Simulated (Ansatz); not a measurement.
Relaxation of C2H8B2 (12 atoms, charge 0, multiplicity 1), to a largest force component of 0.015 eV/Å in at most 40 steps.

Theory: RKS r2SCANh-D4/6-31G* in Ansatz.

```xyz
12
Properties=species:S:1:pos:R:3
B -1.124 1.011 -0.213
C 0.225 0.288 0.138
B -0.124 -0.552 1.418
C 0.853 -0.510 -1.012
H -1.750 0.674 -1.141
H -1.515 1.883 0.459
H 0.923 1.070 0.461
H -1.081 -1.223 1.436
H 0.578 -0.521 2.353
H 1.072 0.137 -1.860
H 1.784 -0.979 -0.696
H 0.178 -1.293 -1.349
```

**Question.** Where does it end, and by what steps?

**Answer.** The forces met the threshold. After 15 steps the energy has fallen by 0.265 eV; H8 moved furthest, 1.12 Å.

```csv
step,energy less start (eV),largest force component (eV/Å),accepted
0,0.0000,1.124,yes
1,-0.1106,0.483,yes
2,-0.1106,0.619,yes
3,-0.1467,0.214,yes
4,-0.1551,0.142,yes
5,-0.1669,0.192,yes
6,-0.1694,0.501,yes
7,-0.2094,0.165,yes
8,-0.2399,0.228,yes
9,-0.2384,0.509,no
10,-0.2550,0.102,yes
11,-0.2641,0.055,yes
12,-0.2653,0.027,yes
13,-0.2653,0.039,no
14,-0.2654,0.029,yes
15,-0.2655,0.003,yes
```

```xyz
12
Properties=species:S:1:pos:R:3
B -1.041 1.103 -0.145
C 0.216 0.223 0.107
B -0.079 -0.561 1.417
C 0.766 -0.572 -1.079
H -1.679 0.978 -1.154
H -1.391 1.910 0.669
H 0.921 0.993 0.491
H -0.099 -1.761 1.416
H -0.298 0.024 2.439
H 0.994 0.073 -1.934
H 1.679 -1.116 -0.819
H 0.030 -1.309 -1.413
```

Whether the end is a true minimum wasn't checked by a vibrational analysis.

The run took 2.3 min on 1 thread of Arm Neoverse N1, with other jobs on the host, peak memory 0.17 GiB.
